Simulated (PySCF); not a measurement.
C4H9NS, SMILES C/N=C(\C)SC.

The structure is a stationary point at B3LYP-D3(BJ)/def2-SVP. The structure was generated by enumeration; whether it is a known compound was not checked.

These are PBE/def2-TZVP run with PySCF values and carry that method's errors.

Symmetry labels are those of the subgroup Cs that the program uses (full group Cs).

Computed valence orbital energies around the gap with their symmetry:
```tsv
orbital	symmetry	energy (eV)
HOMO−7	A'	-10.08
HOMO−6	A"	-9.87
HOMO−5	A'	-9.59
HOMO−4	A'	-8.76
HOMO−3	A'	-7.90
HOMO−2	A"	-7.46
HOMO−1	A'	-5.61
HOMO	A"	-5.36
LUMO	A"	-0.94
LUMO+1	A'	-0.19
LUMO+2	A'	0.39
LUMO+3	A'	1.17
```
